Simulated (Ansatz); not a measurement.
A structure relaxed at PBE-D4/def2-SVPD in Ansatz, charge -1, doublet:

| atom | x (Å) | y (Å) | z (Å) |
| --- | --- | --- | --- |
| Sn1 | 0.470 | 2.529 | -1.212 |
| Sn2 | -1.794 | -1.944 | 1.038 |
| Sn3 | 0.781 | -1.880 | -0.218 |
| Sn4 | -1.278 | 0.560 | -0.175 |
| Sn5 | 1.820 | 0.734 | 0.567 |

Q: Give its formula and point group.

A: the cluster Sn5⁻. Point group C2 (tolerance 0.1 Å).

Q: Summarise the bond lengths by kind (pairs closer than 1.2 times the sum of covalent radii, bridged metal pairs left out).

A: 7 × Sn–Sn 2.83 to 3.19 Å.

In the def2 sets Sn takes a core potential; there is no spin–orbit coupling. Another isomer (doublet) lies 0.85 eV lower at PBE0-D4/def2-TZVPD; other spin states weren't run for this one.
